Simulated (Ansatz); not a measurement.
C$_{3}$H$_{14}$GeN$_{2}$Si (SMILES [CH3][Ge]([CH3])([CH3])[NH][SiH2]N), singlet, geometry from GFN2-xTB, with bond 14-5 at 2.4 times its length; Ansatz (a program for electronic structure) with CASSCF(4,4)/STO-3G.

Here is a job for Ansatz.
Ansatz 0.2 input:
```yaml
crystal:
  periodic: [false, false, false]
  atoms:
    - {symbol: Si, position_ang: [2.22870096, -0.55429444, 0.44705102]}
    - {symbol: N, position_ang: [2.93686564, 0.26020313, -0.89668607]}
    - {symbol: N, position_ang: [0.56926568, -1.00993609, 0.22111774]}
    - {symbol: Ge, position_ang: [-0.89677570, 0.08411917, 0.01535858]}
    - {symbol: C, position_ang: [-0.44704900, 1.42978765, -1.37148335]}
    - {symbol: C, position_ang: [-1.32900885, 0.99736622, 1.73346194]}
    - {symbol: C, position_ang: [-2.39317179, -1.08956042, -0.56311929]}
    - {symbol: H, position_ang: [2.41497115, 0.38332946, 1.56076167]}
    - {symbol: H, position_ang: [2.94840369, -1.81775896, 0.60612389]}
    - {symbol: H, position_ang: [2.66637433, 1.21436824, -1.07232344]}
    - {symbol: H, position_ang: [2.98015301, -0.23628832, -1.77262568]}
    - {symbol: H, position_ang: [0.33317094, -1.90454157, 0.62054243]}
    - {symbol: H, position_ang: [-1.33405233, 1.98674866, -1.66122326]}
    - {symbol: H, position_ang: [1.31500050, 3.13001867, -0.47727549]}
    - {symbol: H, position_ang: [-0.04297954, 0.94964071, -2.25754800]}
    - {symbol: H, position_ang: [-1.60320784, 0.27650476, 2.49828332]}
    - {symbol: H, position_ang: [-2.15895984, 1.68474735, 1.60020326]}
    - {symbol: H, position_ang: [-0.47146651, 1.56053614, 2.08985249]}
    - {symbol: H, position_ang: [-2.13791622, -1.61426381, -1.47905971]}
    - {symbol: H, position_ang: [-3.28730250, -0.50125152, -0.74629928]}
    - {symbol: H, position_ang: [-2.62685912, -1.82910979, 0.19784227]}
basis:
  gaussian:
    orbitals: STO-3G
hamiltonian:
  xc: hf
magnetization: {spin_polarized: false}
correlation: {active_space: {window: {electrons: 4, orbitals: 4}}}
```

What the program printed (banner, timings and long lists left out):

```
Functional definition: HF
820 factors; integrals over basis functions are off by at most 4.0e-5 eV
mean field evaluation 1: about -69791.5057 eV, gradient 2.9e1 eV
mean field evaluation 2: about -69791.6852 eV, gradient 2.9e1 eV
mean field evaluation 4: about -69796.1867 eV, gradient 5.7e0 eV
mean field evaluation 8: about -69796.3503 eV, gradient 3.4e-4 eV
mean field -69796.34664463 eV, -2564.9684295272 hartree, gradient 1.5e-6 eV, S^2 0.000000; 0 other end points of the search recorded, 0 dependent functions left out
reference -69796.34664463 eV, -2564.9684295272 hartree; 46, 46 occupied and 20, 20 virtual orbitals, 820 factors
state -69801.60337497 eV, -2565.1616108041 hartree
2 active orbitals were swapped for others, from the solution at -69801.57553224 eV, -2565.1605876024 hartree to that at -69801.60337497 eV, -2565.1616108041 hartree; typed "places" are swapped only where nearly empty or full, and so, without "given_window_search", are "orbital_numbers", "shells" and a window whose orbitals a file names under [Active]
Total energy: -69801.60337497 eV, -2565.1616108041 hartree
```
